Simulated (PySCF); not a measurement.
Question: What does the PBE0-D3(BJ)/def2-SVP structure of `C[SiH2]OC[SiH3]` look like in three dimensions?

Answer: 
```xyz
15
C2H10OSi2 angstrom
C     -2.629   -0.933   -0.055
Si    -1.483    0.525    0.107
O      0.079   -0.058   -0.034
C      1.222    0.760    0.071
Si     2.761   -0.331   -0.124
H     -3.679   -0.614    0.028
H     -2.428   -1.672    0.736
H     -2.492   -1.426   -1.030
H     -1.643    1.204    1.434
H     -1.737    1.545   -0.962
H      1.262    1.283    1.048
H      1.231    1.553   -0.704
H      2.785   -1.372    0.947
H      3.989    0.517   -0.012
H      2.747   -0.999   -1.459
```

Orientation and origin are arbitrary. Atoms count from 1 in this order. The 5 heavy atoms lie in one plane (0.009 Å rms). Si2 (oxygen-bound silicon) is tetrahedral (angles from 107.1° to 111.5°). Si5 (SiH3 silicon) is tetrahedral (angles from 109.2° to 110.0°). The C–Si distances run from 1.861 Å (C1–Si2, drawn single) to 1.897 Å (C4–Si5, drawn single), a spread of 0.036 Å.

Bonds between heavy atoms (Å): C1–Si2 1.861, Si2–O3 1.673, O3–C4 1.409, C4–Si5 1.897.

Method: PBE0-D3(BJ)/def2-SVP geometry optimisation, gas phase in PySCF 2.14.0.

Whether it is a minimum is left open (no frequencies). The numbers are those of one conformer (C1–Si2–O3–C4 -178°, Si2–O3–C4–Si5 179°).

Hardware: one thread of an Arm Neoverse V1, on a shared host. Cost: 48 s of wall time, 0.49 GiB resident at most. These figures are those of the optimisation.
